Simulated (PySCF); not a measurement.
C2H7BFNO, SMILES CCNB(O)F.

Geometry optimised at PBE-D3(BJ)/def2-SVP. This is a generated structure with no PubChem entry under its InChIKey; it may be hypothetical. The values are those of a single conformer.

Level of theory: TDDFT-M06-2X/def2-SVPD (PySCF 2.14.0).

Vertical excitations. The molecule is in vacuum.

| state | energy (eV) | λ (nm) | f | main pairs |
|---|---|---|---|---|
| S1 | 6.57 | 189 | 0.006 | HOMO→LUMO 84 % |
| S2 | 7.47 | 166 | 0.012 | HOMO→LUMO+1 66 %, HOMO→LUMO+3 12 %, HOMO→LUMO 11 % |
| S3 | 7.95 | 156 | 0.033 | HOMO→LUMO+3 71 %, HOMO→LUMO+1 16 % |
| S4 | 8.29 | 149 | 0.021 | HOMO→LUMO+2 87 % |
| S5 | 8.60 | 144 | 0.141 | HOMO→LUMO+4 71 % |
| S6 | 8.80 | 141 | 0.190 | HOMO→LUMO+5 36 %, HOMO→LUMO+8 28 %, HOMO→LUMO+6 10 %, HOMO→LUMO+7 9 % |
| S7 | 9.15 | 136 | 0.005 | HOMO−1→LUMO 61 %, HOMO−1→LUMO+1 29 % |
| S8 | 9.24 | 134 | 0.002 | HOMO→LUMO+5 31 %, HOMO→LUMO+7 23 %, HOMO→LUMO+6 11 %, HOMO−2→LUMO 10 % |
| S9 | 9.31 | 133 | 0.015 | HOMO−3→LUMO 23 %, HOMO−2→LUMO 22 %, HOMO→LUMO+7 12 %, HOMO→LUMO+4 11 % |
| S10 | 9.58 | 129 | 0.038 | HOMO→LUMO+7 39 %, HOMO→LUMO+8 14 %, HOMO→LUMO+6 14 %, HOMO→LUMO+5 10 % |
| T1 | 6.49 | 191 | 0 | HOMO→LUMO 80 % |
| T2 | 7.32 | 169 | 0 | HOMO→LUMO+8 25 %, HOMO→LUMO+6 16 %, HOMO→LUMO+9 11 %, HOMO→LUMO+7 9 % |
| T3 | 7.41 | 167 | 0 | HOMO→LUMO+1 60 %, HOMO→LUMO+3 12 %, HOMO→LUMO 12 % |
| T4 | 7.88 | 157 | 0 | HOMO→LUMO+3 65 %, HOMO→LUMO+1 18 % |
Triplets are in the Tamm–Dancoff approximation, which puts them higher than full response would, so one can lie above its singlet here.
